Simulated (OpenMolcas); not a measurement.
# C4H4Si (SMILES C#C[SiH2]C#C): the dipole moment, rung by rung

The species is C4H4Si (9 atoms), meant as a singlet with charge 0. SMILES: `C#C[SiH2]C#C`. Geometry: relaxed at PBE0-D4/def2-TZVP.

Each level gives the dipole moment (D). The values are calculated.

```json
{"level": "HF/cc-pVDZ", "kind": "Hartree–Fock", "program": "OpenMolcas", "value (D)": "0.68"}
{"level": "BLYP/cc-pVDZ", "kind": "GGA", "program": "OpenMolcas", "value (D)": "0.53"}
{"level": "revPBE/cc-pVDZ", "kind": "GGA", "program": "OpenMolcas", "value (D)": "0.54"}
{"level": "TPSS/cc-pVDZ", "kind": "meta-GGA", "program": "OpenMolcas", "value (D)": "0.58"}
{"level": "B3LYP/cc-pVDZ", "kind": "global hybrid", "program": "OpenMolcas", "value (D)": "0.54"}
{"level": "BHLYP/cc-pVDZ", "kind": "global hybrid", "program": "OpenMolcas", "value (D)": "0.58"}
{"level": "M06-2X/cc-pVDZ", "kind": "hybrid meta-GGA", "program": "OpenMolcas", "value (D)": "0.52"}
{"level": "PBE0/cc-pVDZ", "kind": "global hybrid", "program": "OpenMolcas", "value (D)": "0.56"}
```

The values span 0.52 to 0.68 D. Magnitudes only.
